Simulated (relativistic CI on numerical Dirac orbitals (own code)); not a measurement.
**Level scheme of Dy III**

These numbers are calculated, not measured: Dirac-Coulomb-Breit CI, orbitals from a KLI potential per configuration, model QED (radiative potential, 1s self-energy scaled to tabulated hydrogen-like ionisation energies), valence Slater integrals scaled by 0.75 (own radial code, finite nucleus).

Configuration list (outside the closed core [Xe]): 4f¹⁰.

The lowest level is 4f¹⁰ ⁵I8, with 92 % of that term; Hund's rules for 4f¹⁰ give ⁵I with J = 8, in agreement.

```csv
No.,Configuration,Term,J,E (cm⁻¹),%,Landé g,jj configuration (%)
1,4f¹⁰,⁵I,8,0.0,92,1.239,4f7/2^4 (60)
2,4f¹⁰,⁵I,7,4224.2,97,1.173,4f5/2^5 4f7/2^5 (77)
3,4f¹⁰,⁵I,6,7116.4,94,1.073,4f5/2^4 4f7/2^6 (60)
4,4f¹⁰,⁵I,5,9200.9,89,0.915,4f5/2^4 4f7/2^6 (36)
5,4f¹⁰,⁵I,4,10883.6,88,0.624,4f5/2^4 4f7/2^6 (38)
6,4f¹⁰,⁵F,5,13753.4,72,1.335,4f7/2^4 (49)
7,4f¹⁰,⁵S,2,15876.2,57,1.674,4f7/2^4 (55)
8,4f¹⁰,³K,8,16002.2,71,1.106,4f7/2^4 (38)
9,4f¹⁰,⁵F,4,16533.9,90,1.332,4f5/2^5 4f7/2^5 (47)
10,4f¹⁰,⁵F,3,18172.4,88,1.245,4f5/2^5 4f7/2^5 (68)
11,4f¹⁰,⁵F,2,18260.2,48,1.272,4f5/2^5 4f7/2^5 (40)
12,4f¹⁰,⁵F,1,19339.0,73,0.160,4f5/2^5 4f7/2^5 (69)
13,4f¹⁰,⁵G,6,19358.9,49,1.242,4f7/2^4 (44)
14,4f¹⁰,³K,7,19978.1,84,1.011,4f5/2^5 4f7/2^5 (52)
15,4f¹⁰,³G,5,20256.0,40,1.215,4f5/2^5 4f7/2^5 (43)
16,4f¹⁰,³G,4,22131.0,47,1.085,4f5/2^5 4f7/2^5 (56)
17,4f¹⁰,³L,9,22230.2,90,1.101,4f5/2^5 4f7/2^5 (96)
18,4f¹⁰,⁵G,6,22759.8,42,1.187,4f5/2^5 4f7/2^5 (57)
19,4f¹⁰,³K,6,23199.1,78,0.925,4f5/2^4 4f7/2^6 (42)
20,4f¹⁰,⁵F,2,23637.3,35,1.063,4f5/2^4 4f7/2^6 (51)
21,4f¹⁰,⁵G,5,23745.1,68,1.187,4f5/2^5 4f7/2^5 (55)
22,4f¹⁰,³F,4,24610.5,25,1.032,4f7/2^4 (41)
23,4f¹⁰,⁵G,3,25196.5,59,0.986,4f5/2^5 4f7/2^5 (73)
24,4f¹⁰,⁵G,2,26426.7,44,0.676,4f5/2^4 4f7/2^6 (40)
25,4f¹⁰,³L,8,26598.0,67,1.012,4f5/2^4 4f7/2^6 (71)
26,4f¹⁰,³M,10,26790.6,98,1.097,4f5/2^5 4f7/2^5 (84)
27,4f¹⁰,³P,1,27232.6,63,1.050,4f5/2^4 4f7/2^6 (54)
28,4f¹⁰,³D,3,27375.6,62,1.182,4f5/2^4 4f7/2^6 (71)
29,4f¹⁰,¹L,8,27971.5,61,0.987,4f5/2^4 4f7/2^6 (63)
30,4f¹⁰,³F,3,28876.2,45,1.006,4f5/2^4 4f7/2^6 (50)
31,4f¹⁰,³P,0,29240.0,99,,4f5/2^4 4f7/2^6 (79)
32,4f¹⁰,⁵G,4,29256.6,39,1.071,4f5/2^4 4f7/2^6 (76)
33,4f¹⁰,³L,7,29646.2,80,0.903,4f5/2^4 4f7/2^6 (42)
34,4f¹⁰,³H,5,29906.1,38,1.112,4f5/2^3 4f7/2^7 (53)
35,4f¹⁰,³F,2,29925.1,33,0.829,4f5/2^4 4f7/2^6 (54)
36,4f¹⁰,³F,4,30305.4,38,1.128,4f5/2^5 4f7/2^5 (37)
37,4f¹⁰,³I,7,30595.7,88,1.120,4f5/2^5 4f7/2^5 (52)
38,4f¹⁰,³M,9,30997.0,90,1.020,4f5/2^4 4f7/2^6 (96)
39,4f¹⁰,³P,2,31020.9,36,1.187,4f5/2^4 4f7/2^6 (50)
40,4f¹⁰,³I,5,31636.1,66,0.900,4f5/2^5 4f7/2^5 (48)
41,4f¹⁰,³I,6,31975.1,88,1.027,4f5/2^4 4f7/2^6 (48)
42,4f¹⁰,³F,4,32450.1,76,1.241,4f5/2^4 4f7/2^6 (52)
43,4f¹⁰,³D,1,33161.9,53,0.819,4f5/2^3 4f7/2^7 (69)
44,4f¹⁰,³G,3,33937.2,39,0.963,4f5/2^3 4f7/2^7 (71)
45,4f¹⁰,⁵D,4,35566.9,56,1.330,4f5/2^4 4f7/2^6 (51)
```

Energies count from the lowest computed level. Filled j subshells are mostly left out of the jj labels.

The mean weight of the leading LS term, summed over parents, in these 45 levels is 65 %, and that of the leading jj configuration (from the same eigenvectors) 57 %.

One configuration and one scale for all Slater integrals: terms of lower spin can come out thousands of cm⁻¹ low, and their order can be wrong.

Landé's interval rule says that E(J) − E(J−1) = AJ with one A. For the ground term the intervals give A = -336.5, -347.4, -413.2, -528.0 cm⁻¹ for J = 5, 6, 7, 8; the multiplet is inverted.

LS names give the leading component of a level, which can be under half, so a name can repeat, a term be missing and a line seem to break the LS rules.
